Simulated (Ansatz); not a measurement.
Abridged output of a molecular run in Ansatz:

```
Functional definition: HF
1730 factors; integrals over basis functions are off by at most 1.2e-3 eV
mean field evaluation 1: about -24941.2415 eV, gradient 4.5e1 eV
mean field evaluation 2: about -24941.5388 eV, gradient 4.5e1 eV
mean field evaluation 4: about -24947.0830 eV, gradient 5.3e0 eV
mean field evaluation 8: about -24947.2131 eV, gradient 4.0e-1 eV
mean field evaluation 16: about -24947.2138 eV, gradient 2.5e-6 eV
mean field -24947.21380161 eV, -916.7931973802 hartree, gradient 2.5e-6 eV, S^2 0.000000; 0 other end points of the search recorded, 0 dependent functions left out
17 core orbitals not correlated: weight in the atoms' cores, before any rotation towards them, 1.000 or more for the frozen orbitals, at most 0.000 for the correlated occupied ones
reference -24947.21380161 eV, -916.7931973802 hartree; 14, 14 occupied and 269, 269 virtual orbitals, 1730 factors
second order -19.14265182 eV of doubles, -0.00000000 eV of singles
cycle   1  -20.02979829 eV  change   -8.9e-1 eV  update   1.1e-1
cycle   2  -20.66807659 eV  change   -6.4e-1 eV  update   3.6e-2
cycle   3  -20.80212014 eV  change   -1.3e-1 eV  update   2.0e-2
cycle   4  -20.79012664 eV  change    1.2e-2 eV  update   5.6e-3
cycle   5  -20.78940989 eV  change    7.2e-4 eV  update   3.2e-3
cycle   6  -20.78970894 eV  change   -3.0e-4 eV  update   1.1e-3
cycle   7  -20.78929904 eV  change    4.1e-4 eV  update   5.1e-4
cycle   8  -20.78944170 eV  change   -1.4e-4 eV  update   1.9e-4
cycle   9  -20.78951129 eV  change   -7.0e-5 eV  update   6.0e-5
cycle  10  -20.78948549 eV  change    2.6e-5 eV  update   2.3e-5
perturbative correction -0.86383819 eV, -0.0317454681 hartree
Total energy: -24968.86712529 eV, -917.5889423484 hartree
```

Its atoms:

```xyz
13

Si   -0.5535   -1.9684   -0.9794
Si    0.5365   -0.8110    0.7501
N     0.1363    0.8525    0.7496
C     0.4223    1.7952   -0.4225
Al   -0.4612    2.4458    1.1307
H    -0.2127   -1.3973   -2.3131
H    -0.1643   -3.4071   -0.9886
H    -2.0334   -1.8900   -0.8191
H     0.1376   -1.4010    2.0596
H     2.0078   -1.0203    0.5788
H    -0.1049    1.5390   -1.3436
H     1.4847    1.9528   -0.6165
H    -1.1952    3.3097    2.2139
```

(1) Which basis set was used?
A. def2-TZVPP
B. def2-SVP
C. def2-QZVPP
D. cc-pV(Q+d)Z

(2) Write the keys of the input that set method, charge and spin (a neutral closed shell needs none for the last two).

Results:

(1) A. It gives 300 functions.

(2) 
```yaml
correlation: {method: ccsd_t}
```
